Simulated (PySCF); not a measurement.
**State search for BeI**

Unrestricted PBE0; PySCF, scalar-relativistic core potentials, basis sets Be aug-cc-pVDZ, I aug-cc-pVDZ-PP with ECP28. Outer shells of the fragments: Be 2s2; I 4d10 5s2 5p5.

Followed along the bond (rough minima from three points):

```json
{"2Ms+1": "2", "unpaired": "σ ↑", "⟨S²⟩ at the start": "0.75", "R at minimum (Å)": "2.19", "Te (eV)": "0.00"}
{"2Ms+1": "4", "unpaired": "σ ↑, π ↑↑", "⟨S²⟩ at the start": "3.75", "R at minimum (Å)": "none in the scan", "Te (eV)": "≤ 4.72"}
```

Solutions found at the starting distance of 2.270 Å, counted from the lowest of them; the search is not exhaustive and high or unbound solutions are not listed, so other states can lie among these:

```json
{"2Ms+1": "2", "unpaired": "σ ↑", "term": "²Σ⁺", "E (eV)": "0.00", "⟨S²⟩": "0.75", "⟨Lz²⟩": "0.00", "μ (D)": "-0.98"}
{"2Ms+1": "2", "unpaired": "π ↑", "term": "²Π", "E (eV)": "2.79", "⟨S²⟩": "0.77", "⟨Lz²⟩": "1.00", "μ (D)": "-2.85"}
{"2Ms+1": "2", "unpaired": "π ↑", "term": "²Π", "E (eV)": "4.13", "⟨S²⟩": "0.75", "⟨Lz²⟩": "1.01", "μ (D)": "5.09"}
{"2Ms+1": "4", "unpaired": "σ ↑, π ↑↑", "term": "mixed", "E (eV)": "4.84", "⟨S²⟩": "3.75", "⟨Lz²⟩": "2.01", "μ (D)": "3.81"}
{"2Ms+1": "4", "unpaired": "σ ↑, π ↑↑", "term": "mixed", "E (eV)": "5.06", "⟨S²⟩": "3.75", "⟨Lz²⟩": "2.01", "μ (D)": "3.92"}
{"2Ms+1": "4", "unpaired": "σ ↑↑, π ↑", "term": "⁴Π", "E (eV)": "6.29", "⟨S²⟩": "3.76", "⟨Lz²⟩": "1.00", "μ (D)": "3.23"}
{"2Ms+1": "4", "unpaired": "σ ↑↑, π ↑", "term": "⁴Π", "E (eV)": "6.91", "⟨S²⟩": "3.75", "⟨Lz²⟩": "1.01", "μ (D)": "-3.39"}
{"2Ms+1": "4", "unpaired": "σ ↑↑↑", "term": "⁴Σ⁺", "E (eV)": "8.34", "⟨S²⟩": "3.76", "⟨Lz²⟩": "0.00", "μ (D)": "-1.82"}
```

A term symbol is given only where ⟨S²⟩ and ⟨Lz²⟩ are close to those of a pure state; real π, δ and φ orbitals otherwise mix terms. A positive dipole means Be(−)I(+).

Spin–orbit coupling is left out. Counting both spins, an empty level lies below a filled one in some of these solutions, because spin and occupation are held.
